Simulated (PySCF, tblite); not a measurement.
Isomers of C5H12N2O2Si. All values are computed: GFN2-xTB (tblite) harmonic vibrations without scaling, gas phase. Errors from tens to a few hundred cm⁻¹ against measured bands are possible. Modes of hydrogen on silicon can be 10 to 20 % off. One conformer each.

Electronic energies: PBE0/pcSseg-1 single points on the GFN2-xTB geometries (PySCF, gas phase).

```csv
SMILES,"electronic energy, lowest = 0 (kJ/mol)"
COC(=O)[C@H]1CC[Si]1(N)N,70.6
CO[Si@H]1N(C)CCN1C=O,50.2
C=C(O[SiH2]N(C)C)C(N)=O,155.1
CO[Si@H]1NCCN1C(C)=O,0.0
CC(=O)CO[SiH]1NCCN1,65.1
```

Question: How do GFN2-xTB zero-point energies change the relative energies?

Answer: 
```json
{"SMILES": "CO[Si@H]1NCCN1C(C)=O", "ZPE (kJ/mol)": "458.3", "of it from modes above 1550 cm⁻¹": "222.7", "electronic (kJ/mol)": "0.0", "with ZPE, lowest = 0 (kJ/mol)": "0.0", "lowest mode (cm⁻¹)": "62", "rings": "1"}
{"SMILES": "CO[Si@H]1N(C)CCN1C=O", "ZPE (kJ/mol)": "457.1", "of it from modes above 1550 cm⁻¹": "216.6", "electronic (kJ/mol)": "50.2", "with ZPE, lowest = 0 (kJ/mol)": "49.0", "lowest mode (cm⁻¹)": "46", "rings": "1"}
{"SMILES": "CC(=O)CO[SiH]1NCCN1", "ZPE (kJ/mol)": "457.8", "of it from modes above 1550 cm⁻¹": "223.6", "electronic (kJ/mol)": "65.1", "with ZPE, lowest = 0 (kJ/mol)": "64.6", "lowest mode (cm⁻¹)": "47", "rings": "1"}
{"SMILES": "COC(=O)[C@H]1CC[Si]1(N)N", "ZPE (kJ/mol)": "457.1", "of it from modes above 1550 cm⁻¹": "237.5", "electronic (kJ/mol)": "70.6", "with ZPE, lowest = 0 (kJ/mol)": "69.3", "lowest mode (cm⁻¹)": "41", "rings": "1"}
{"SMILES": "C=C(O[SiH2]N(C)C)C(N)=O", "ZPE (kJ/mol)": "443.4", "of it from modes above 1550 cm⁻¹": "233.2", "electronic (kJ/mol)": "155.1", "with ZPE, lowest = 0 (kJ/mol)": "140.1", "lowest mode (cm⁻¹)": "37", "rings": "0"}
```

The zero-point energies span 14.9 kJ/mol, from `C=C(O[SiH2]N(C)C)C(N)=O` to `CO[Si@H]1NCCN1C(C)=O`. The order is unchanged.

Question: And how do the electronic energies of GFN2-xTB itself compare?

Answer: `CO[Si@H]1NCCN1C(C)=O` 0.0; `CO[Si@H]1N(C)CCN1C=O` 14.6; `CC(=O)CO[SiH]1NCCN1` 95.9; `COC(=O)[C@H]1CC[Si]1(N)N` 257.3; `C=C(O[SiH2]N(C)C)C(N)=O` 152.6 kJ/mol, lowest = 0. Against the energies above, taken from the same isomer `CO[Si@H]1NCCN1C(C)=O`, the largest difference is 186.7 kJ/mol.

Question: What do entropy and thermal enthalpy add at 298.15 K and 1 bar (rigid rotor, harmonic oscillator, one conformer each)?

Answer: 
```json
{"SMILES": "CO[Si@H]1NCCN1C(C)=O", "point group": "C1", "symmetry number": "1", "S (J/(mol K))": "455.2", "H − H(0) (kJ/mol)": "34.86", "ZPE + H − H(0) − TS (kJ/mol)": "357.5"}
{"SMILES": "CO[Si@H]1N(C)CCN1C=O", "point group": "C1", "symmetry number": "1", "S (J/(mol K))": "461.9", "H − H(0) (kJ/mol)": "35.17", "ZPE + H − H(0) − TS (kJ/mol)": "354.6"}
{"SMILES": "CC(=O)CO[SiH]1NCCN1", "point group": "C1", "symmetry number": "1", "S (J/(mol K))": "452.1", "H − H(0) (kJ/mol)": "33.75", "ZPE + H − H(0) − TS (kJ/mol)": "356.8"}
{"SMILES": "COC(=O)[C@H]1CC[Si]1(N)N", "point group": "C1", "symmetry number": "1", "S (J/(mol K))": "484.8", "H − H(0) (kJ/mol)": "37.60", "ZPE + H − H(0) − TS (kJ/mol)": "350.1"}
{"SMILES": "C=C(O[SiH2]N(C)C)C(N)=O", "point group": "C1", "symmetry number": "1", "S (J/(mol K))": "483.7", "H − H(0) (kJ/mol)": "37.50", "ZPE + H − H(0) − TS (kJ/mol)": "336.7"}
```
